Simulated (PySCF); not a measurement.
## Bond length, frequency and bond energy of BiP⁺ by level of theory

State: ²Π (doublet), unpaired electrons π ↑. Set-up: Bi def2-SVP with ECP60, P def2-SVP; scalar-relativistic core potentials (PySCF 2.14). De refers to Bi⁺ + P in their high-spin ground configurations, without counterpoise correction. The functionals are run spin-unrestricted. A positive dipole points towards P; it is taken about the centre of mass and depends on that origin. Levels whose curve was spin-contaminated or gave no clean fit are not listed.

```
      Level  Re (Å)  ωe (cm⁻¹)  De (eV)  μ (D)
   UHF-CCSD   2.420        388      n/a    n/a
UHF-CCSD(T)   2.442        366      n/a    n/a
        PBE   2.422        394      n/a   0.89
       BP86   2.426        391      n/a   0.95
```

(1) What does the triples do here, going from UHF-CCSD to UHF-CCSD(T)?

Correlated steps freeze 9 core orbitals. Spin–orbit coupling is left out, which matters for elements this heavy, above all for dissociation energies. The state is the lowest determinant that a PBE0 search found; another state may lie lower at other levels.

Answers

(1) UHF-CCSD(T) less UHF-CCSD: +2.2 pm in Re, -5.7 % in ωe. Correlation nearly always deepens the well. The bond lengthens, as in strong covalent bonds, where excitations into antibonding orbitals dominate.
